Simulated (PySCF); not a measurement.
CH6BeSSi.

```xyz
10

Be     0.4070     0.1403     0.1672
S      0.0551    -0.5000    -1.5932
C     -1.7647    -0.8395    -1.5119
H     -2.0048    -1.5598    -0.7187
H     -2.0422    -1.2765    -2.4802
H     -2.3352     0.0871    -1.3657
Si     0.8306     0.8628     2.1702
H      0.3414    -0.0811     3.2265
H      0.1902     2.1883     2.4490
H      2.3011     1.0383     2.3997
```
Charge 0, spin multiplicity 1.

Geometry: B3LYP-D3(BJ)/def2-SVP. The values are those of a single conformer.

These are PBE0/pcSseg-1 in PySCF values and carry that method's errors. Non-relativistic, no solvent.

Computed absolute GIAO shielding of each atom: isotropic value and principal components (ppm):
```
atom  σ(iso)    σ11    σ22    σ33   span
----  ------  -----  -----  -----  -----
Be1     74.8   36.9   37.5  150.0  113.1
S2     583.9  394.3  616.8  740.6  346.3
C3     175.4  166.3  169.5  190.4   24.1
H4      29.0   23.2   27.5   36.4   13.2
H5      29.3   23.8   26.7   37.4   13.6
H6      29.0   23.2   27.3   36.5   13.3
Si7    493.8  483.3  498.0  500.2   16.9
H8      28.4   25.5   26.1   33.4    7.9
H9      28.4   25.5   26.1   33.5    8.0
H10     28.4   25.6   25.7   33.7    8.1
```
